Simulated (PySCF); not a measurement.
# Nuclear quadrupole coupling in `FC(F)(F)c1ccpc(Cl)p1`

Species: C5H2ClF3P2.
Geometry (GFN2-xTB, Å), atoms numbered from 1 in this order:
```
atom  x, y, z in Å
F1    -2.5024   -0.3251    1.2517
C2    -1.8523   -0.8610    0.2027
F3    -1.8879   -2.1922    0.3719
F4    -2.6114   -0.5921   -0.8750
C5    -0.4500   -0.3517    0.0659
C6    -0.3078    1.0178   -0.1042
C7     0.8807    1.6979   -0.2513
P8     2.4989    1.0670   -0.2688
C9     2.2058   -0.6361   -0.0481
Cl10   3.6617   -1.5949   -0.0119
P11    0.7673   -1.5987    0.1484
H12   -1.2237    1.5980   -0.1225
H13    0.8167    2.7715   -0.3764
```

Field gradients from the PBE0/pcSseg-1 density (PySCF, non-relativistic), principal values in atomic units, ordered |Vxx| ≤ |Vyy| ≤ |Vzz|:

```csv
atom,Vxx,Vyy,Vzz
Cl10,-1.8062,-2.1911,3.9973
```

Problem. Find the asymmetry η = (Vxx − Vyy)/Vzz and the couplings χ = eQV/h (234.96 MHz × Q in barn × V in au), with Q(35Cl) = −0.0817 b.

Solution. 
```csv
atom,environment,nucleus,η,χzz (MHz),χxx (MHz),χyy (MHz)
Cl10,aryl chlorine,35Cl,0.10,-76.73,34.67,42.06
```

The tensor is traceless: Vxx + Vyy + Vzz = 0.

Problem. What is Vzz at Cl10 in SI units (1 au = 9.71736 × 10²¹ V/m²)?

Solution. 3.9973 au = 38.843 × 10²¹ V/m².

Were the hydrogens deuterons (Q(2H) = 0.00286 b), χzz would run from 208 kHz (H12) to 215 kHz (H13).

Geometry: GFN2-xTB; no solvent, vibrations or thermal averaging. GFN2-xTB bond lengths can be off by several hundredths of an ångström, more for odd bonds, and the gradients follow them. With so small a basis the couplings can be 20 % off.

The run behind these numbers computed NMR shieldings as well. Time: 48 s; peak memory 0.99 GiB. Hardware: one thread, Arm Neoverse V1 (aarch64), no GPU, shared host with 64 logical CPUs at a one-minute load of 16.
